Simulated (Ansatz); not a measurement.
Geometry optimisation, Ansatz, RKS PBE0/def2-SVP.

Input file:

```yaml
crystal:
  periodic: [false, false, false]
  atoms:
    - { symbol: "N", position_ang: [-0.45543, 1.11224, -0.11324] }
    - { symbol: C, position_ang: [0.14295, -0.01583, 0.35414] }
    - { symbol: Si, position_ang: [1.02289, -1.12725, 1.60819] }
    - { symbol: C, position_ang: [0.56632, -1.17963, -0.19525] }
    - { symbol: H, position_ang: [-0.90824, 1.07603, -1.0173] }
    - { symbol: H, position_ang: [-0.88299, 1.73782, 0.5508] }
    - { symbol: H, position_ang: [0.5145, -1.60338, -1.18733] }
basis:
  gaussian: { orbitals: def2-SVP }
hamiltonian:
  xc: pbe0
relax:
  f_tol: 0.015
  max_steps: 40
```

Run as:

```bash
$ ansatz run input.yaml --threads 1 --pin off --max-ram 2048MiB --backend cpu --events-out ev --progress --plain --runs-dir out
```

Q: Where does it end, and by what steps?

A: The forces met the threshold. After 7 steps the energy has fallen by 0.093 eV; N1 moved furthest, 0.15 Å.

```
step  energy less start (eV)  largest force component (eV/Å)  accepted
   0                  0.0000                           1.434       yes
   1                 -0.0574                           0.748       yes
   2                 -0.0840                           0.216       yes
   3                 -0.0764                           0.442        no
   4                 -0.0899                           0.107       yes
   5                 -0.0930                           0.055       yes
   6                 -0.0930                           0.039       yes
   7                 -0.0931                           0.003       yes
```

```xyz
7
Properties=species:S:1:pos:R:3
N -0.578 1.042 -0.071
C 0.106 -0.026 0.337
Si 1.007 -1.090 1.558
C 0.586 -1.191 -0.192
H -0.892 1.143 -1.029
H -0.803 1.789 0.572
H 0.574 -1.667 -1.176
```

Run time: 12 s on 1 CPU thread of a shared host.
